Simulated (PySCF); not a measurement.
GaH7OSi2, SMILES [OH][Ga]([SiH3])[SiH3]. Atoms are numbered in the order given.

```xyz
11

Ga    -0.2609    -0.0015     0.0000
O     -2.0602    -0.1223     0.0000
H     -2.5311     0.7248     0.0000
Si     0.7600    -2.1873     0.0000
H      1.6313    -2.3474    -1.2021
H      1.6313    -2.3474     1.2021
H     -0.2524    -3.2796     0.0000
Si     0.7497     2.2033     0.0000
H      1.6132     2.3796     1.2048
H      1.6132     2.3796    -1.2048
H     -0.2715     3.2924     0.0000
```

The structure is a stationary point at TPSSh-D3(BJ)/def2-SVP. One conformer was computed; it need not be the lowest.

Level of theory: PySCF with TDDFT-PBE/def2-SVPD.

Vertical excitations. The molecule is in vacuum. State labels are in the subgroup Cs.

```csv
state,symmetry,energy (eV),λ (nm),f,main pairs
S1,A",3.89,318,0.000,HOMO→LUMO 99 %
S2,A',5.09,244,0.002,HOMO→LUMO+1 95 %
S3,A",5.11,243,0.009,HOMO−2→LUMO 97 %
S4,A',5.42,229,0.030,HOMO−1→LUMO 86 %
S5,A',5.76,215,0.303,"HOMO→LUMO+2 72 %, HOMO→LUMO+3 22 %"
S6,A",5.89,210,0.001,HOMO−3→LUMO 98 %
S7,A',6.00,207,0.020,"HOMO−4→LUMO 60 %, HOMO→LUMO+3 32 %"
S8,A",6.13,202,0.001,HOMO−6→LUMO 98 %
S9,A",6.22,199,0.009,HOMO−1→LUMO+1 94 %
S10,A',6.23,199,0.094,"HOMO−5→LUMO 48 %, HOMO−4→LUMO 22 %, HOMO→LUMO+3 15 %"
T1,A",3.39,366,0,HOMO→LUMO 100 %
T2,A',4.53,274,0,HOMO−1→LUMO 99 %
T3,A",4.67,265,0,HOMO−2→LUMO 98 %
T4,A',4.70,264,0,HOMO→LUMO+1 96 %
```
Triplets are in the Tamm–Dancoff approximation, which puts them higher than full response would, so one can lie above its singlet here.
